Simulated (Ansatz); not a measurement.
`[SiH3][O][AlH][SiH3]`, relaxed with RKS PBE-D4/def2-SVP in the Gaussian-basis code of Ansatz from a rough embedded geometry. The force threshold is 0.03 eV/Å; the program also tests the step.

Total charge 0; spin multiplicity 1.

Start:

```xyz
11

Si    0.962   -1.058   -1.550
O     0.244   -1.709   -0.182
Al   -0.994   -0.476    0.291
Si   -0.486    1.379    1.720
H     1.670    0.227   -1.237
H     2.074   -1.998   -2.023
H     0.041   -0.875   -2.677
H    -2.513   -0.513   -0.325
H     0.634    2.085    1.075
H    -1.625    2.179    1.906
H    -0.007    0.758    3.001
```

Problem. How much energy does the relaxation release, and in how many steps? (Estimate.)

Solution. Ansatz gave: 73.50 kJ/mol, in 11 steps, 2 of them rejected.

Problem. Which bonds change most? (An estimate is asked.)

Solution. Ansatz gave: Si4–H10 from 1.404 to 1.509 Å; O2–Al3 from 1.810 to 1.721 Å; Al3–Si4 from 2.396 to 2.458 Å; Al3–H8 from 1.640 to 1.597 Å.

Problem. Give the relaxed structure. (Estimate.)

Solution. The calculation gave: 
```xyz
11

Si    1.133   -1.022   -1.836
O    -0.245   -0.968   -0.898
Al   -1.300   -0.421    0.346
Si   -0.520    1.381    1.826
H     2.046    0.137   -1.521
H     1.876   -2.305   -1.576
H     0.759   -0.958   -3.292
H    -2.710   -1.164    0.439
H     0.628    2.153    1.225
H    -1.625    2.357    2.147
H    -0.042    0.810    3.141
```
